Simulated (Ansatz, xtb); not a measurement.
Relative energy of two isomers of CH5SSe+

We compare I, `C[SH+][SeH]`, a singlet, with II, `C[Se][SH2+]`, a singlet. Both are isolated ions in the gas phase, relaxed with PBE0-D3(BJ)/def2-SVP; the shapes shown needn't be the lowest conformers.

I (Å):

```xyz
8

C    -0.1610    0.8626    2.4582
S    -0.3308    0.1193    0.8198
Se   -1.6771   -1.6464    1.0045
H     0.3911    0.1341    3.0674
H    -1.1395    1.0942    2.8968
H     0.4437    1.7721    2.3193
H    -1.1504    1.0301    0.2270
H    -2.7672   -0.8808    1.6446
```

II (Å):

| atom | x (Å) | y (Å) | z (Å) |
| --- | --- | --- | --- |
| C | 0.2321 | 0.7158 | 2.7251 |
| S | -1.6329 | -0.4270 | 0.4919 |
| Se | -1.6643 | 0.8557 | 2.3543 |
| H | 0.3352 | 1.3232 | 3.6403 |
| H | 0.8323 | 1.1690 | 1.9272 |
| H | 0.5229 | -0.3176 | 2.9487 |
| H | -2.3354 | 0.3483 | -0.3815 |
| H | -2.6681 | -1.2799 | 0.7332 |

Estimate E(II) − E(I) at the level CCSD(T)/def2-TZVP.

Calculated at CCSD(T)/def2-TZVP: E(II) − E(I) = +13.4 kJ/mol, so structure I lies lower.

Level by level:

| level | geometry | E(II) − E(I) (kJ/mol) | departure from the last row (kJ/mol) | job, with rough time for the two |
| --- | --- | --- | --- | --- |
| GFN2-xTB | GFN2-xTB | +4.1 | −9.3 | optimisation, 0.1 s |
| HF/STO-3G | GFN2-xTB | −2.4 | −15.8 | single point, 0.32 s |
| r2SCAN-D4/def2-SVP | GFN2-xTB | +11.7 | −1.7 | single point, 2.9 s |
| PBE0-D3(BJ)/def2-SVP | PBE0-D3(BJ)/def2-SVP | +13.7 | +0.3 | optimisation, 23 s |
| HF/def2-TZVP | PBE0-D3(BJ)/def2-SVP | +19.5 | +6.0 | part of the CCSD(T) run |
| MP2/def2-TZVP | PBE0-D3(BJ)/def2-SVP | +13.5 | +0.1 | part of the CCSD(T) run |
| CCSD(T)/def2-TZVP | PBE0-D3(BJ)/def2-SVP | +13.4 |  | single point, 55 s |

As drawn, II has 1 C–Se, 1 S–H in place of 1 C–S, 1 Se–H.

HF/STO-3G puts the two in the other order. The largest departure from CCSD(T)/def2-TZVP is that of HF/STO-3G, 15.8 kJ/mol.

With harmonic frequencies from PBE0-D3(BJ)/def2-SVP (ideal gas, rigid rotor, one conformer each, 298.15 K, 1 atm): on the last row, ΔE + ΔZPE = +13.0, ΔH = +13.9, ΔG = +11.2 kJ/mol.

The correlated steps freeze 15 core orbitals; the filled d shell of Se is correlated, in a basis made for valence electrons. Mirror images aren't counted in ΔG. Codes used: Ansatz 0.2.0, xtb 6.7.1; the last row on 2 threads of Arm Neoverse V1 on a shared host.
